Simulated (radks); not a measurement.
The numbers below are computed, except where a source is named.
Task: These are the eigenvalues of the occupied orbitals of an atom or ion with whole-number occupations (eV). Level of theory: Dirac Kohn-Sham, PBE, spin-unpolarised, spherical densities, finite nucleus; Fermi nuclear charge, rms radius of each element as measured or else 0.836 A^(1/3) + 0.57 fm (a radial shooting solver on a logarithmic mesh with Libxc functionals).

orbital  eigenvalue
1s1/2     -3119.981
2s1/2     -296.9453
2p1/2     -231.3299
2p3/2     -229.0956
3s1/2      -24.2850
3p1/2      -10.3864
3p3/2      -10.2108

Which element is it, and in what charge state? The configuration may be excited. Open shells, if any, are shared by 2j + 1.

Result: Z = 18, argon, charge 0: Ar in [Ar]. The list shows which subshells hold electrons but not how many an open one holds; the 1s level, -114.66 hartree, gives Z - s = 15.1 by -(Z - s)^2/2, which with screening and relativity narrows Z to a few neighbours, and the depths of the outer levels then fix element, charge and occupations together.
